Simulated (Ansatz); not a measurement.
Cl2Ge (SMILES [Cl][Ge][Cl]), singlet, geometry from GFN2-xTB. Base run: SVWN5/def2-SVP (Ansatz, a first-principles code).

Here is a job for Ansatz.
Ansatz 0.2 input:
```yaml
crystal:
  periodic: [false, false, false]
  atoms:
    - {symbol: Ge, position_ang: [-0.00059285, -0.00984996, 0.71845420]}
    - {symbol: Cl, position_ang: [1.03004534, 1.30072876, -0.65763687]}
    - {symbol: Cl, position_ang: [-1.02892939, -1.28218766, -0.69474750]}
basis:
  gaussian:
    orbitals: def2-SVP
hamiltonian:
  xc: {name: SVWN5}
```

Each row names what was changed in the base input (with any setting that the change needs).

```json
[
 {"change": "base", "basis functions": "68", "E (Eh)": "-2990.83049"},
 {"change": "basis = pcseg-0", "basis functions": "___", "E (Eh)": "___"},
 {"change": "basis = pcseg-1", "basis functions": "63", "E (Eh)": "-2991.14986"},
 {"change": "basis = def2-SV(P)", "basis functions": "68", "E (Eh)": "-2990.83049"},
 {"change": "basis = 6-31G*", "basis functions": "73", "E (Eh)": "-2991.07928"},
 {"change": "basis = 6-31G**", "basis functions": "73", "E (Eh)": "-2991.07928"},
 {"change": "basis = cc-pV(D+d)Z", "basis functions": "73", "E (Eh)": "-2991.36210"},
 {"change": "basis = aug-cc-pVDZ", "basis functions": "___", "E (Eh)": "___"},
 {"change": "basis = 6-311G**", "basis functions": "98", "E (Eh)": "-2991.38813"},
 {"change": "basis = pcseg-2", "basis functions": "111", "E (Eh)": "___"},
 {"change": "basis = pc-2", "basis functions": "111", "E (Eh)": "-2991.50917"},
 {"change": "basis = def2-TZVP", "basis functions": "122", "E (Eh)": "-2991.42179"},
 {"change": "basis = def2-QZVP", "basis functions": "___", "E (Eh)": "___"}
]
```

Task: Complete the blanks.

Result: 
- basis = pcseg-0, basis functions: 48
- basis = pcseg-0, E (Eh): -2987.78171
- basis = aug-cc-pVDZ, basis functions: 90
- basis = aug-cc-pVDZ, E (Eh): -2991.36894
- basis = pcseg-2, E (Eh): -2991.50117
- basis = def2-QZVP, basis functions: 215
- basis = def2-QZVP, E (Eh): -2991.51307

Totals compare only among sets that treat the same electrons; sets with core potentials leave the core out.
